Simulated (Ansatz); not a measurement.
The cluster AlSe3⁻. The state is a triplet with charge -1. Geometry PBE-D4/def2-SVP, that of the neutral doublet; atoms count from 1.

```csv
atom,x (Å),y (Å),z (Å)
Al1,-0.196,0.441,-0.012
Se2,1.715,-0.936,0.346
Se3,-1.044,2.415,-0.491
Se4,-0.474,-1.920,0.158
```

At PBE0-D4/def2-TZVPD a singlet of charge -1 lies 1.91 eV below the triplet at the same geometry. The structure comes from a short search, and lower isomers may exist.

Question: Estimate the Mulliken populations from the PBE0/def2-TZVPD orbitals of Ansatz.

Answer: 
| atom | charge (e) | spin (α − β) |
| --- | --- | --- |
| Al1 | 0.55 | -0.09 |
| Se2 | -0.43 | 1.05 |
| Se3 | -0.70 | -0.02 |
| Se4 | -0.43 | 1.05 |
Mulliken values depend strongly on the basis. With diffuse functions, as here, like atoms can get unlike values, and bond orders can come out too low or too high.

Question: Where does the spin sit?

Answer: Summed by element: Al -0.09, Se 2.09, of 2 unpaired in all. Largest on single atoms: Se4 1.05, Se2 1.05, Al1 -0.09.

Question: And the Mayer bond orders between heavy atoms (over 0.3)?

Answer: Al1–Se2 0.79 (2.38 Å); Al1–Se3 1.71 (2.20 Å); Al1–Se4 0.79 (2.38 Å); Se2–Se4 0.94 (2.41 Å).
